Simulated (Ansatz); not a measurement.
Mulliken charges of `OB(F)C1=CO1` from r2SCAN/def2-TZVPP in Ansatz (PBE0-D4/def2-TZVP geometry).

```tsv
atom	x (Å)	y (Å)	z (Å)	charge (e)
O1	1.902	0.016	-0.605	-0.320
B2	0.866	0.404	0.176	0.442
F3	1.034	1.307	1.142	-0.273
C4	-0.491	-0.203	-0.064	-0.066
C5	-1.670	-0.710	-0.247	0.162
O6	-2.002	0.072	0.746	-0.309
H7	2.726	0.456	-0.377	0.219
H8	-2.274	-1.399	-0.825	0.146
```

**Question.** By hand: the dipole of these point charges (1 e Å = 4.8032 D).

**Answer.** Σ q r = (0.137, -0.412, -0.510) e Å, of length 0.670 e Å = 3.22 D.

**Question.** How does the dipole of the full density compare? (An estimate is asked.)

**Answer.** Computed: (0.162, -0.256, -0.342) e Å, 2.19 D; the point charges give 1.47 times that, at 9° from its direction.

Point charges leave out the atoms' own dipoles, such as those of lone pairs, and Mulliken's split depends on the basis, so the two needn't agree.
